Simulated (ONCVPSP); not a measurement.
arsenic (As): excitation energies, all-electron against ONCV

```
Element                 : As (Z = 33)
Generator               : ONCVPSP 4.0.1
Type                    : optimised norm-conserving Vanderbilt (ONCV)
Functional              : LDA (Perdew-Wang 92)
Relativity              : fully relativistic
Frozen core             : [Ne]
Valence charge          : 23
Reference configuration : 3s2 3p6 3d10 4s2 4p3
Partial waves           : 3s+4s: rc 1.15 bohr, ncon 3, nbas 6, qcut 13.3 1/bohr, 2 projectors; 3p+4p: rc 0.85 bohr, ncon 4, nbas 8, qcut 19.5 1/bohr, 2 projectors; 3d: rc 1.15 bohr, ncon 4, nbas 9, qcut 13.4 1/bohr, 2 projectors, debl 2.4 Ha
Local potential         : polynomial inside 0.70 bohr (lpopt 5, dvloc0 0 Ha)
Core correction         : none
```

Open shells are filled in proportion to 2j + 1.

Energies are relative to the spin-unpolarised reference configuration 3s2 3p6 3d10 4s2 4p3; without spin polarisation the order of configurations can differ from experiment.

Give the all-electron excitation energy and the error of the potential for: 3s2 3p6 3d10 4s2 4p2; 3s2 3p6 3d10 4s2 4p1; 3s2 3p6 3d10 4s2 4p0; 3s2 3p6 3d10 4s1 4p3.

| valence configuration | charge | ΔE all-electron (eV) | error AE − PS (meV) |
| --- | --- | --- | --- |
| 3s2 3p6 3d10 4s2 4p2 | +1 | 9.323 | +1.2 |
| 3s2 3p6 3d10 4s2 4p1 | +2 | 27.484 | +2.9 |
| 3s2 3p6 3d10 4s2 4p0 | +3 | 55.525 | +5.2 |
| 3s2 3p6 3d10 4s1 4p3 | +1 | 19.482 | -0.1 |

Levels in the configuration 3s2 3p6 3d10 4s2 4p0:

```json
{"level": "3s j=1/2", "all-electron (eV)": "-223.977", "pseudo (eV)": "-224.022"}
{"level": "3p j=3/2", "all-electron (eV)": "-166.260", "pseudo (eV)": "-166.280"}
{"level": "3p j=1/2", "all-electron (eV)": "-171.302", "pseudo (eV)": "-171.322"}
{"level": "3d j=5/2", "all-electron (eV)": "-74.967", "pseudo (eV)": "-74.979"}
{"level": "3d j=3/2", "all-electron (eV)": "-75.703", "pseudo (eV)": "-75.715"}
{"level": "4s j=1/2", "all-electron (eV)": "-44.855", "pseudo (eV)": "-44.855"}
```
